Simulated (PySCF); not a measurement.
Energy landscape of CH₄Si, singlet: twist about the double or partial double bond, both ends planar. Scanned: twist about the central bond. Other coordinates (C-Si length, H-C-Si angle, H-Si-C angle, C-H length, Si-H length) were minimised at PBE0/def2-TZVP.

Methods: RKS-B3LYP/6-31G* = restricted B3LYP/6-31G*, spherical d (PySCF); MP2 on RHF/cc-pVTZ, 6 core orbitals frozen (PySCF); RKS-B3LYP/LANL2DZ = restricted B3LYP/LANL2DZ, with its core potentials past Ne (PySCF 2.14.0); CCSD(T) on RHF/cc-pVTZ, 6 core orbitals frozen (PySCF).

Energies relative to the lowest point of each profile, in kJ/mol:

```json
[
 {"at / °": "0", "RKS-B3LYP/6-31G*": "0.0", "MP2": "0.0", "RKS-B3LYP/LANL2DZ": "0.0"},
 {"at / °": "15", "RKS-B3LYP/6-31G*": "7.2", "MP2": "7.3", "RKS-B3LYP/LANL2DZ": "7.8"},
 {"at / °": "22.50", "RKS-B3LYP/6-31G*": "16.2", "MP2": "16.4", "RKS-B3LYP/LANL2DZ": "17.5"},
 {"at / °": "30", "RKS-B3LYP/6-31G*": "28.7", "MP2": "28.9", "RKS-B3LYP/LANL2DZ": "31.0"},
 {"at / °": "37.50", "RKS-B3LYP/6-31G*": "44.5", "MP2": "44.8", "RKS-B3LYP/LANL2DZ": "48.2"},
 {"at / °": "45", "RKS-B3LYP/6-31G*": "63.4", "MP2": "63.9", "RKS-B3LYP/LANL2DZ": "68.8"},
 {"at / °": "52.50", "RKS-B3LYP/6-31G*": "85.2", "MP2": "86.0", "RKS-B3LYP/LANL2DZ": "92.8"},
 {"at / °": "60", "RKS-B3LYP/6-31G*": "109.7", "MP2": "110.8", "RKS-B3LYP/LANL2DZ": "119.9"},
 {"at / °": "67.50", "RKS-B3LYP/6-31G*": "136.5", "MP2": "137.9", "RKS-B3LYP/LANL2DZ": "149.9"},
 {"at / °": "75", "RKS-B3LYP/6-31G*": "165.0", "MP2": "166.7", "RKS-B3LYP/LANL2DZ": "182.4"},
 {"at / °": "82.50", "RKS-B3LYP/6-31G*": "194.4", "MP2": "194.5", "RKS-B3LYP/LANL2DZ": "217.8"},
 {"at / °": "90", "RKS-B3LYP/6-31G*": "220.9", "MP2": "209.2", "RKS-B3LYP/LANL2DZ": "256.1"}
]
```

Predict the corresponding CCSD(T) column.

0: 0.0; 15: 7.0; 22.50: 15.7; 30: 27.7; 37.50: 43.0; 45: 61.2; 52.50: 82.3; 60: 105.9; 67.50: 131.8; 75: 159.6; 82.50: 189.5; 90: 216.6 (kJ/mol).

Near 90° the triplet can lie below this singlet.
